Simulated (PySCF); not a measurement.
PySCF job for bromine (Br₂), SMILES BrBr, PBE0/pcSseg-2. Geometry: PBE-D3(BJ)/def2-TZVP.

```python
import numpy as np
from pyscf import gto, scf, dft
from pyscf.prop.nmr import rks as nmr

mol = gto.M(
    atom='''
    Br    0.00000000    0.00000000   -1.15555694
    Br    0.00000000    0.00000000    1.15555694
    ''',
    basis='pcSseg-2',
    charge=0,
    spin=0,
    max_memory=1600,
    verbose=3,
)
mf = dft.RKS(mol, xc='pbe0')
mf.grids.level = 3
mf.conv_tol = 1e-10
mf.max_cycle = 100
mf.kernel()
n = nmr.NMR(mf)
n.verbose = 2
n.max_cycle_cphf = 60
sigma = n.kernel()
print('atom   isotropic/ppm   span/ppm')
for i, s in enumerate(sigma):
    w = np.linalg.eigvalsh((s + s.T) / 2)
    print(f'{mol.atom_symbol(i):2s}{i + 1:3d} {w.mean():14.3f} {w[2] - w[0]:11.3f}')
```

It prints:

```
converged SCF energy = -5147.79693223896
atom   isotropic/ppm   span/ppm
Br  1       1780.432    2029.173
Br  2       1780.432    2029.173
```

Self-consistency was reached.

Cost: roughly 14 core-seconds.
